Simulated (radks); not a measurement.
The numbers below are computed, except where a source is named.
Spherical quantum dot in the effective-mass picture: electrons in a parabolic well V = omega^2 r^2 / 2 with omega = 0.181, all in effective atomic units (hartree* = m*/eps^2 hartree, bohr* = eps/m* bohr), one dielectric constant everywhere. Level of theory: non-relativistic Kohn-Sham, LDA (Slater exchange, Perdew-Wang correlation), spin-polarised, spherical densities (a radial shooting solver with Libxc functionals). Levels are named by radial order and angular momentum (1s, 1p, 1d, 2s, ...), and open shells are averaged over m. Results are scaled to m* = 0.034 and eps = 13.5, for which hartree* = 5.076 meV and bohr* = 21.01 nm.

N = 2, configuration 1s2. This is the lowest configuration that the search found. Occupied and some empty levels:

level,occupation,eigenvalue (meV),<r> (nm)
1s,2,3.3604,64.53
1p,0,4.0543,81.41
1d,0,4.8252,94.78
2s,0,4.9646,86.72

Energy (meV): total 4.23586, kinetic 1.0565, external 1.8174, Hartree 2.9666, exchange-correlation -1.6046.

Electron density:

r (nm),n(r) (e/nm^3)
2.78,1.639e-06
9.76,1.608e-06
16.7,1.545e-06
23.7,1.451e-06
30.7,1.329e-06
37.7,1.186e-06
44.7,1.028e-06
51.6,8.628e-07
58.6,7.003e-07
65.6,5.476e-07
72.6,4.123e-07
79.6,2.983e-07
86.5,2.070e-07
93.5,1.376e-07
101,8.768e-08
107,5.354e-08
114,3.131e-08
121,1.751e-08
128,9.391e-09
135,4.832e-09
